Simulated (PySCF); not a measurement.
Magnetic susceptibility: SMILES FC[C@@H]1[C@H]2C[C@H]3C[C@@H]1[C@H]32, C8H11F

Molfile (atoms numbered from 1):
```
C8H11F
     RDKit          3D

 20 22  0  0  0  0  0  0  0  0999 V2000
    2.9290   -0.8326    1.2444 F   0  0  0  0  0  0  0  0  0  0  0  0
    2.3787   -0.1201    0.2047 C   0  0  0  0  0  0  0  0  0  0  0  0
    0.9180    0.1900    0.4782 C   0  0  2  0  0  0  0  0  0  0  0  0
    0.0077   -1.0444    0.3538 C   0  0  1  0  0  0  0  0  0  0  0  0
   -1.3960   -0.7736    0.9073 C   0  0  0  0  0  0  0  0  0  0  0  0
   -1.7449   -0.0126   -0.3778 C   0  0  1  0  0  0  0  0  0  0  0  0
   -1.1442    1.3991   -0.3889 C   0  0  0  0  0  0  0  0  0  0  0  0
    0.2222    0.8033   -0.7482 C   0  0  2  0  0  0  0  0  0  0  0  0
   -0.4559   -0.5538   -1.0347 C   0  0  1  0  0  0  0  0  0  0  0  0
    2.9693    0.7975    0.1059 H   0  0  0  0  0  0  0  0  0  0  0  0
    2.4921   -0.7360   -0.6933 H   0  0  0  0  0  0  0  0  0  0  0  0
    0.8339    0.7489    1.4131 H   0  0  0  0  0  0  0  0  0  0  0  0
    0.4578   -2.0136    0.5514 H   0  0  0  0  0  0  0  0  0  0  0  0
   -1.4537   -0.2120    1.8387 H   0  0  0  0  0  0  0  0  0  0  0  0
   -1.9756   -1.6896    1.0054 H   0  0  0  0  0  0  0  0  0  0  0  0
   -2.7435   -0.1403   -0.7881 H   0  0  0  0  0  0  0  0  0  0  0  0
   -1.2017    1.9625    0.5416 H   0  0  0  0  0  0  0  0  0  0  0  0
   -1.5464    2.0043   -1.1995 H   0  0  0  0  0  0  0  0  0  0  0  0
    0.8468    1.3436   -1.4565 H   0  0  0  0  0  0  0  0  0  0  0  0
   -0.3989   -1.1101   -1.9605 H   0  0  0  0  0  0  0  0  0  0  0  0
  1  2  1  0
  2  3  1  0
  3  4  1  0
  4  5  1  0
  5  6  1  0
  6  7  1  0
  7  8  1  0
  8  9  1  0
  8  3  1  0
  9  4  1  0
  9  6  1  0
  2 10  1  0
  2 11  1  0
  3 12  1  1
  4 13  1  6
  5 14  1  0
  5 15  1  0
  6 16  1  6
  7 17  1  0
  7 18  1  0
  8 19  1  6
  9 20  1  6
M  END
```

Level of theory: GIAO BHandHLYP/pcSseg-1 magnetisability, rotational g tensor and spin-rotation constants, non-relativistic, gas phase in PySCF 2.14.0. Geometry: GFN2-xTB.

(1) What are the magnetisability and the molar susceptibility?

(2) Split it along the inertial axes a, b, c into diamagnetic and paramagnetic parts about the centre of mass, with the quadrupole moment.

(3) And the rotational g tensor?

Results:

(1) Isotropic -1274 × 10⁻³⁰ J/T², or -76.7 × 10⁻⁶ cm³/mol; principal values -1345, -1270, -1207 × 10⁻³⁰ J/T², anisotropy 120 × 10⁻³⁰ J/T² (root of half the summed squared differences of the principal values). The susceptibility is in cgs units.

(2) 
| axis | χ (10⁻⁶ cm³/mol) | diamagnetic (10⁻⁶ cm³/mol) | paramagnetic (10⁻⁶ cm³/mol) | summed x² of all electrons (Å²) | quadrupole Θ (D Å) |
| --- | --- | --- | --- | --- | --- |
| a | -78.6 | -466.1 | 387.5 | 211.3 | -7.07 |
| b | -78.7 | -1062.9 | 984.2 | 70.6 | +3.56 |
| c | -72.8 | -1195.6 | 1122.8 | 39.3 | +3.51 |

Anisotropies 2χaa − χbb − χcc = -5.7 and 2χbb − χaa − χcc = -6.0 × 10⁻⁶ cm³/mol. Θ is traceless in Buckingham's convention.

(3) 
```
axis  rotational constant (GHz)        g  nuclear part  electronic part
   a                     3.6695  -0.0275        0.6404          -0.6680
   b                     1.2237  -0.0127        0.5531          -0.5658
   c                     1.0800  -0.0142        0.5555          -0.5697
```
Asymmetric top; isotopes 12C, 19F, 1H; no vibrational averaging.
